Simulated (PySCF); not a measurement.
Structure and specific rotation at 589.3 nm (origin-invariant length gauge)

The calculation used TDDFT PBE0/def2-SVPD circular dichroism and optical rotation, one conformer, gas phase (PySCF). Geometry: GFN2-xTB.

Each molecule in one low-energy conformer. The parent is C[C@@H]1CC[P@@]1(C)=O.

(1) How does the specific rotation at 589.3 nm (origin-invariant length gauge) change along this series?
- C[C@@H]1CC[P@@]1(C)=O (base)
- C[C@@H]1CC[P@]1(C)=O (diastereomer)

Results:

(1) 
```
             molecule  [α]589 (deg dm⁻¹ (g/mL)⁻¹)  S1 (eV)  R(S1), velocity form (10⁻⁴⁰ esu² cm²)
C[C@@H]1CC[P@@]1(C)=O                       +49.7     6.86                                   +5.4
 C[C@@H]1CC[P@]1(C)=O                       +16.9     6.84                                   -0.5
```
The specific rotation at 589.3 nm (origin-invariant length gauge) is lowest for C[C@@H]1CC[P@]1(C)=O and highest for C[C@@H]1CC[P@@]1(C)=O.
